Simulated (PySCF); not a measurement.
## The second ionisation energy along group 6

Calculated with PySCF 2.14 from differences of total energies of unrestricted determinants, without spin-orbit coupling. Values in eV. The last column holds reference values (NIST; (s) semi-empirical, (t) theoretical, else measured). Unmarked ones compare directly (S terms, centres of terms, or small fine structure); those marked * lie between the lowest fine-structure levels and include a spin-orbit shift.

```json
{"element": "Cr (x2c-TZVPPall, spin-free X2C)", "configurations": "[Ar] 3d5 → [Ar] 3d4", "UHF": "15.001", "PBE0": "16.794", "r2SCAN": "16.860", "MP2 (valence)": "15.965", "SCS-MP2 (valence)": "15.322", "CCSD (valence)": "15.987", "reference": "16.486 *"}
{"element": "Mo (x2c-TZVPPall, spin-free X2C)", "configurations": "[Kr] 4d5 → [Kr] 4d4", "UHF": "15.083", "PBE0": "16.336", "r2SCAN": "16.368", "MP2 (valence)": "15.744", "SCS-MP2 (valence)": "15.303", "CCSD (valence)": "15.787", "reference": "16.16 ± 0.12 (s) *"}
{"element": "W (x2c-TZVPPall, spin-free X2C)", "configurations": "[Xe] 4f14 5d4 6s1 → [Xe] 4f14 5d4", "UHF": "15.042", "PBE0": "16.143", "r2SCAN": "16.501", "MP2 (valence)": "15.520", "SCS-MP2 (valence)": "15.218", "CCSD (valence)": "15.572", "reference": "16.37 ± 0.15 (s) *"}
```

"Valence" correlates the outer s and p shells and, in groups 3 to 12 and the f block, the outer d or f shell, open or full, or the next shell where the ion has no valence electron left; the wider scheme adds the next inner shell.
